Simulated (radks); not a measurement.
Values are calculated unless marked as measured or tabulated.
Ionisation of Ne3+, [He] 2s2 2p3, to Ne4+, [He] 2s2 2p2, under several functionals. Dirac Kohn-Sham, spin-unpolarised, spherical densities, finite nucleus; open shells fill j = l - 1/2 first; a radial shooting solver on a logarithmic mesh with Libxc functionals.

\begin{tabular}{lrrrrrr}
functional & E(Ne3+) (hartree) & Exc (hartree) & IE (eV) & -e(HOMO) (eV) & <r> HOMO (bohr) & IE error (eV) \\ \hline
PBE & -124.12510 & -10.33592 & 94.549 & 80.474 & 0.7551 & -2.641 \\
LDA (Slater exchange, VWN5 correlation) & -123.47360 & -9.65650 & 94.629 & 80.568 & 0.7545 & -2.561 \\
exchange-only PBE & -123.90100 & -10.10568 & 93.385 & 79.302 & 0.7566 & -3.805 \\
revPBE & -124.20158 & -10.41590 & 94.475 & 80.407 & 0.7553 & -2.715 \\
Wu-Cohen GGA & -123.96815 & -10.17495 & 94.559 & 80.481 & 0.7541 & -2.631 \\
LDA (Slater exchange, Perdew-Zunger correlation) & -123.46898 & -9.65163 & 94.609 & 80.549 & 0.7546 & -2.581 \\
\end{tabular}

NIST Atomic Spectra Database: 97.190 eV (semi-empirical). Closest: LDA (Slater exchange, VWN5 correlation). The Delta-SCF values span 1.24 eV, the total energies 0.73 hartree. The highest occupied level is 2p3/2. Spin polarisation and multiplet splitting are left out, so open shells lie too high by an amount that depends on their filling.

Beside tabulated values, note that spin-unpolarised runs miss the spin-polarisation part of the exchange energy of open shells.
